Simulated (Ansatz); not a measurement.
Reactions of CH$_{3}$FGeO (`C[O][Ge][F]`).

Program: Ansatz. Geometries: PBE0-D4/def2-TZVP. ΔE: electronic, gas phase. CCSD(T)/CBS is the MP2 limit (def2-TZVPP, def2-QZVPP) plus CCSD(T) − MP2 in def2-TZVPP, frozen cores. This one scheme is used for every species. Elements past krypton have def2 core potentials. For Ge, Sn outer-core shells are correlated without core-valence functions, which leaves a few kJ/mol of doubt a bond. Scalar relativity is left out up to krypton. Each species was taken in one conformer, which may not be the lowest.

```
                                                                     reaction  HF/CBS(def2) (kJ/mol)  CCSD/CBS(def2) (kJ/mol)
                                  `C[O][Ge][F]` + HCl → `[F][Ge][Cl]` + CH₃OH                    -31                      -22
                           `C[O][Ge][F]` + `CBCN` → `CB(C)CN` + `[OH][Ge][F]`                    -89                     -106
                                   `C[O][Ge][F]` + HCl → `C[O][Ge][Cl]` + H–F                      2                       -8
`C[O][Ge][F]` + `[OH][SnH]([OH])[Cl]` → `C[O][SnH]([OH])[Cl]` + `[OH][Ge][F]`                      5                        4
```

**Question.** Give the CCSD(T)/CBS values in the same order. (Estimate.)

**Answer.** Ansatz gave: -20, -107, -9, 4 kJ/mol.

Largest T1 diagnostic: 0.015, for `C[O][Ge][F]`.
